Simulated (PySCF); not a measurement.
Cost against size for one kind of job: delta-SCF UKS SCAN, pcX-2 on the ionised atom, pcseg-1 elsewhere, spin-free X2C in PySCF. Hardware: Arm Neoverse V2, one thread, on a shared host. Times come from a shared host and carry two figures at best.

```tsv
species (SMILES)	atoms	electrons	basis functions	SCF cycles	core holes	wall time
[H][As]([H])OC	8	52	111	33	2	5.9 s
FC1=CCC1	10	38	126	93	5	23 s
NC(=O)C[S-]	9	48	136	107	6	?
CCB(CC)CC	22	56	204	49	3	?
CC(C)c1cccs1	18	68	208	154	8	1.7 min
```

Q: Estimate the withheld figures.

A: `NC(=O)C[S-]`: 35 s; `CCB(CC)CC`: 52 s.

Q: With all rows, how does the wall time grow with the number of basis functions N?

A: A straight line through log(time) against log(N) has slope 3.3 between N = 111 and 208, and the rows scatter about it by a factor of about 1.8 (standard error of the fit). This is a fit to these rows, whose iteration counts differ, not the method's formal scaling.

Q: Which species took longest, and how many times the shortest run?

A: `CC(C)c1cccs1`, at 1.7 min: about 17 times the shortest (5.9 s).
